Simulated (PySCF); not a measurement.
Species: CH₉OPSi₂.
SMILES with atom numbers: `[SiH3:1][CH2:2][O:3][SiH2:4][PH2:5]` (hydrogens: H6, H7, H8 on Si1; H9, H10 on C2; H11, H12 on Si4; H13, H14 on P5)

Method: PBE0-D3(BJ)/def2-SVP geometry optimisation, gas phase (PySCF 2.14.0); density fitting, grid level 1; the optimiser is geomeTRIC in internal coordinates, started from a GFN2-xTB structure with every atom displaced at random (about 0.01 Å).

At the end of the run (lengths in Å): P5–H14 1.429, P5–H13 1.431, Si4–P5 2.250, Si1–H7 1.495, C2–H9 1.104, Si4–H12 1.499, Si1–H6 1.496, O3–Si4–P5 105.4°, C2–O3–Si4 125.0°, Si1–C2–O3 111.2°, Si1–C2–O3–Si4 94°, C2–O3–Si4–P5 167°, H13–P5–Si4–O3 -178°, H11–Si4–P5–H13 62°.

Question: These geometries were met on the way; a selection of coordinates is given. Order them by energy above the end point, lowest first.
A. P5–H14 1.431, P5–H13 1.433, Si4–P5 2.250, Si1–H7 1.495, C2–H9 1.105, Si4–H12 1.500, Si1–H6 1.496, O3–Si4–P5 105.7°, C2–O3–Si4 123.7°, Si1–C2–O3 112.0°, Si1–C2–O3–Si4 92°, C2–O3–Si4–P5 166°, H13–P5–Si4–O3 178°, H11–Si4–P5–H13 58°
B. P5–H14 1.447, P5–H13 1.446, Si4–P5 2.255, Si1–H7 1.497, C2–H9 1.111, Si4–H12 1.501, Si1–H6 1.496, O3–Si4–P5 105.5°, C2–O3–Si4 128.7°, Si1–C2–O3 112.6°, Si1–C2–O3–Si4 83°, C2–O3–Si4–P5 177°, H13–P5–Si4–O3 165°, H11–Si4–P5–H13 46°
C. P5–H14 1.363, P5–H13 1.370, Si4–P5 2.201, Si1–H7 1.455, C2–H9 1.072, Si4–H12 1.470, Si1–H6 1.474, O3–Si4–P5 100.7°, C2–O3–Si4 129.3°, Si1–C2–O3 112.2°, Si1–C2–O3–Si4 82°, C2–O3–Si4–P5 178°, H13–P5–Si4–O3 163°, H11–Si4–P5–H13 45°
D. P5–H14 1.426, P5–H13 1.428, Si4–P5 2.252, Si1–H7 1.494, C2–H9 1.103, Si4–H12 1.498, Si1–H6 1.496, O3–Si4–P5 105.3°, C2–O3–Si4 126.6°, Si1–C2–O3 112.5°, Si1–C2–O3–Si4 84°, C2–O3–Si4–P5 174°, H13–P5–Si4–O3 167°, H11–Si4–P5–H13 47°

Answer: A (0.002 eV), D (0.014 eV), B (0.032 eV), C (0.239 eV).

```json
{"step": "7", "E above end (eV)": "0.002", "rms distance from the end, all atoms (Å)": "0.055", "largest force (eV/Å)": "0.082", "rms shift of all bonds from the end (Å)": "0.001"}
{"step": "3", "E above end (eV)": "0.014", "rms distance from the end, all atoms (Å)": "0.187", "largest force (eV/Å)": "0.091", "rms shift of all bonds from the end (Å)": "0.002"}
{"step": "1", "E above end (eV)": "0.032", "rms distance from the end, all atoms (Å)": "0.223", "largest force (eV/Å)": "0.449", "rms shift of all bonds from the end (Å)": "0.007"}
{"step": "0", "E above end (eV)": "0.239", "rms distance from the end, all atoms (Å)": "0.239", "largest force (eV/Å)": "1.847", "rms shift of all bonds from the end (Å)": "0.034"}
```

Rows stand in the order of the answer.
